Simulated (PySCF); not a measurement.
## Ar⁺: script and output

Input:

```python
from pyscf import gto, scf, solvent

mol = gto.M(
    atom='Ar 0 0 0',
    basis='def2-svpd',
    charge=1,
    spin=1,
    symmetry=True,
    verbose=4,
)
mf = scf.ROHF(mol)
mf = solvent.PCM(mf)
mf.with_solvent.eps = 32.6
mf.kernel()
mf.analyze()
print('orbital energies (hartree):', mf.mo_energy[..., max(0, mol.nelec[1]-3):mol.nelec[0]+3].round(4))
```

```bash
$ OMP_NUM_THREADS=1 python input.py
```

Output (some set-up lines and the per-cycle HOMO/LUMO lines with their warnings removed):

```
PySCF version 2.14.0

[INPUT] verbose = 4
[INPUT] num. atoms = 1
[INPUT] num. electrons = 17
[INPUT] charge = 1
[INPUT] spin (= nelec alpha-beta = 2S) = 1
[INPUT] symmetry True subgroup None
[INPUT] Mole.unit = angstrom
[INPUT] Symbol           X                Y                Z      unit          X                Y                Z       unit  Magmom
[INPUT]  1 Ar     0.000000000000   0.000000000000   0.000000000000 AA    0.000000000000   0.000000000000   0.000000000000 Bohr   0.0

nuclear repulsion = 0
point group symmetry = SO3
symmetry origin: [0. 0. 0.]
symmetry axis x: [1. 0. 0.]
symmetry axis y: [0. 1. 0.]
symmetry axis z: [0. 0. 1.]
num. orbitals of irrep s+0 = 5
num. orbitals of irrep p-1 = 4
num. orbitals of irrep p+0 = 4
num. orbitals of irrep p+1 = 4
num. orbitals of irrep d-2 = 2
num. orbitals of irrep d-1 = 2
num. orbitals of irrep d+0 = 2
num. orbitals of irrep d+1 = 2
num. orbitals of irrep d+2 = 2
number of shells = 11
number of NR pGTOs = 45
number of NR cGTOs = 27
basis = def2-svpd
ecp = {}

******** <class 'pyscf.solvent._attach_solvent.PCMSymAdaptedROHF'> ********
method = PCMSymAdaptedROHF
initial guess = minao
damping factor = 0
level_shift factor = 0
DIIS = <class 'pyscf.scf.diis.CDIIS'>
diis_start_cycle = 1
diis_space = 8
diis_damp = 0
SCF conv_tol = 1e-09
SCF conv_tol_grad = None
SCF max_cycles = 50
direct_scf = True
direct_scf_tol = 1e-13
num. doubly occ = 8  num. singly occ = 1
******** <class 'pyscf.solvent.pcm.PCM'> (In testing) ********

WARN: PCM is an experimental feature. It is still in testing.
Features and APIs may be changed in the future.

lebedev_order = 29 (302 grids per sphere)
eps = 32.6
frozen = False
Freeze 0 electrons in irreps []
    17 free electrons in irreps s+0 p-1 p+0 p+1 d-2 d-1 d+0 d+1 d+2
Set gradient conv threshold to 3.16228e-05
PCM E_diel = -8.53644429661817e-06
Solvent Energy = -8.53644429661817e-06
init E= -526.582893186526
PCM E_diel = -0.114979260409566
Solvent Energy = -0.114979260409566
cycle= 1 E= -526.142818888533  delta_E= 0.44  |g|= 0.434  |ddm|= 0.77
PCM E_diel = -0.114298388006916
Solvent Energy = -0.114298388006916
cycle= 2 E= -526.195012036605  delta_E= -0.0522  |g|= 0.101  |ddm|= 0.443
PCM E_diel = -0.114281006293479
Solvent Energy = -0.114281006293479
cycle= 3 E= -526.196842427531  delta_E= -0.00183  |g|= 0.00702  |ddm|= 0.0876
PCM E_diel = -0.114268808658532
Solvent Energy = -0.114268808658532
cycle= 4 E= -526.196864744437  delta_E= -2.23e-05  |g|= 0.000909  |ddm|= 0.0104
PCM E_diel = -0.114266565253901
Solvent Energy = -0.114266565253901
cycle= 5 E= -526.196865228918  delta_E= -4.84e-07  |g|= 5.46e-05  |ddm|= 0.00156
PCM E_diel = -0.114266496087865
Solvent Energy = -0.114266496087865
cycle= 6 E= -526.1968652304  delta_E= -1.48e-09  |g|= 8.13e-06  |ddm|= 7.39e-05
PCM E_diel = -0.114266482872572
Solvent Energy = -0.114266482872572
cycle= 7 E= -526.19686523044  delta_E= -4e-11  |g|= 7.09e-07  |ddm|= 1.23e-05
PCM E_diel = -0.114266482653556
Solvent Energy = -0.114266482653556
Extra cycle  E= -526.196865230439  delta_E= 4.55e-13  |g|= 1.2e-07  |ddm|= 7.64e-07
converged SCF energy = -526.196865230439
**** SCF Summaries ****
Total Energy =                        -526.196865230439357
Nuclear Repulsion Energy =               0.000000000000000
One-electron Energy =                 -718.940606125998102
Two-electron Energy =                  192.858007378212335
Two-electron Coulomb Energy =          222.668050582794820
DFT Exchange-Correlation Energy =      -29.810043204582485
Wave-function symmetry = SO3
single occ                     0    0    1    0    0    0    0    0    0
**** MO energy ****
                          Roothaan           | alpha              | beta
MO #1   (s+0 #1 ) energy= -118.877961894832  | -118.884807361795  | -118.871116427869  occ= 2
MO #2   (s+0 #2 ) energy= -12.621001625108   | -12.6274115974729  | -12.6145916527431  occ= 2
MO #3   (p+0 #1 ) energy= -9.87982930912265  | -9.90930184355959  | -9.85035677443271  occ= 2
MO #4   (p-1 #1 ) energy= -9.87502110712123  | -9.87808295233711  | -9.87195926190538  occ= 2
MO #5   (p+1 #1 ) energy= -9.87502110712123  | -9.87808295233712  | -9.87195926190539  occ= 2
MO #6   (s+0 #3 ) energy= -1.49003448466287  | -1.55801682441192  | -1.42205214491387  occ= 2
MO #7   (p-1 #2 ) energy= -0.806468032450706 | -0.823861059535886 | -0.789075005365527 occ= 2
MO #8   (p+1 #2 ) energy= -0.806468032450705 | -0.823861059535886 | -0.789075005365527 occ= 2
MO #9   (p+0 #2 ) energy= -0.581215706381784 | -0.895574868510677 | -0.266856546839366 occ= 1
MO #10  (s+0 #4 ) energy= 0.105735976121889  | 0.102754684578549  | 0.108717267665191  occ= 0
MO #11  (p+0 #3 ) energy= 0.149272510940974  | 0.143699362292565  | 0.154845632959467  occ= 0
MO #12  (p-1 #3 ) energy= 0.150809969533382  | 0.150021619963032  | 0.151598319103724  occ= 0
[15 lines left out]
 ** Mulliken pop on meta-lowdin orthogonal AOs  **
 ** Mulliken pop  **
pop of  0 Ar 1s           2.00000
pop of  0 Ar 2s           1.99999
pop of  0 Ar 3s           1.99925
pop of  0 Ar 4s           0.00055
pop of  0 Ar 5s           0.00021
pop of  0 Ar 2px          2.00000
pop of  0 Ar 2py          2.00000
pop of  0 Ar 2pz          1.99999
pop of  0 Ar 3px          1.99600
pop of  0 Ar 3py          1.99600
pop of  0 Ar 3pz          0.99575
pop of  0 Ar 4px          0.00306
[15 lines left out]
 ** Mulliken atomic charges  **
charge of    0Ar =      1.00000

WARN: System has nonzero charge 1; the dipole moment is origin-dependent.
Location of origin: [0. 0. 0.]

Dipole moment(X, Y, Z, Debye):  0.00000,  0.00000,  0.00000
orbital energies (hartree): [-1.49   -0.8065 -0.8065 -0.5812  0.1057  0.1493  0.1508]
```

In short: E(SCF) = -526.196865 Eh, 7 cycles.

Run time: 1.1 s on 1 thread of Arm Neoverse V1 (shared host), peak memory 0.12 GiB.

No search for the lowest solution was made.
